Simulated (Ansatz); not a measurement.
`[OH][Ga]([F])[Br]`. The species carries charge 0 and has multiplicity 1. Geometry: relaxed with PBE0-D4/def2-TZVP. It is one conformer, not always the lowest.

```xyz
5

O     0.388    1.229   -0.580
Ga   -0.248   -0.345   -0.110
F    -1.279   -1.141   -1.255
Br    0.187   -1.369    1.855
H     0.951    1.626    0.090
```

(1) What is the dipole moment at ωB97M-V/def2-TZVPP? (Best estimate.)

(2) And with PBE, r2SCAN, B3LYP? (Best estimate.)

(3) Give the Mulliken charges with ωB97M-V, B3LYP, PBE in def2-TZVPP. (An estimate is asked.)

## Answers

(1) The calculation gave: 2.31 D, with components (1.36, 0.99, 1.58) D in this frame, pointing from negative to positive charge.

(2) Computed: PBE 2.25 D, r2SCAN 2.28 D, B3LYP 2.36 D.

(3) The calculation gave: 
| atom | ωB97M-V | B3LYP | PBE |
| --- | --- | --- | --- |
| O1 | -0.37 | -0.37 | -0.33 |
| Ga2 | 0.75 | 0.74 | 0.64 |
| F3 | -0.35 | -0.35 | -0.31 |
| Br4 | -0.20 | -0.21 | -0.20 |
| H5 | 0.18 | 0.19 | 0.19 |

B3LYP here is the variant with VWN-RPA as its local correlation; programs differ in this.
